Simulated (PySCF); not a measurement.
BeHF, SMILES [F][BeH].

The structure is a stationary point at PBE0-D3(BJ)/def2-TZVPD.

Calculation: PySCF with TDDFT-PBE0/def2-TZVPD.

Vertical excitations; the highest root listed may be one member of a degenerate set. Isolated molecule, no solvent. State labels are in the subgroup C2v.

Estimate the UV-visible absorptions. (Estimate from the structure and the level; the computed values follow.)


```tsv
state	symmetry	energy (eV)	λ (nm)	f	main pairs
S1	B2	8.27	150	0.228	HOMO→LUMO+1 (degenerate set)
S2	B1	8.27	150	0.228	HOMO→LUMO (degenerate set)
S3	A1	8.96	138	0.127	HOMO→LUMO+2 96 %
S4	A1	9.64	129	0.080	HOMO→LUMO+3 95 %
S5	A2	10.09	123	0.000	HOMO−1→LUMO 48 %, HOMO−2→LUMO+1 48 %
S6	A2	10.13	122	0.000	HOMO−2→LUMO+1, HOMO−1→LUMO (degenerate set)
S7	A1	10.13	122	0.000	HOMO−2→LUMO, HOMO−1→LUMO+1 (degenerate set)
S8	B1	10.50	118	0.021	HOMO−2→LUMO+2, HOMO→LUMO+4 (degenerate set)
S9	B2	10.50	118	0.021	HOMO−1→LUMO+2, HOMO→LUMO+5 (degenerate set)
S10	B1	10.67	116	0.081	HOMO→LUMO+4 55 %, HOMO−2→LUMO+2 42 %
T1	B1	6.92	179	0	HOMO→LUMO (degenerate set)
T2	B2	6.92	179	0	HOMO→LUMO+1 (degenerate set)
T3	A1	7.70	161	0	HOMO→LUMO+2 86 %
T4	A1	9.03	137	0	HOMO→LUMO+3 91 %
```
Triplets are in the Tamm–Dancoff approximation, which puts them higher than full response would, so one can lie above its singlet here.
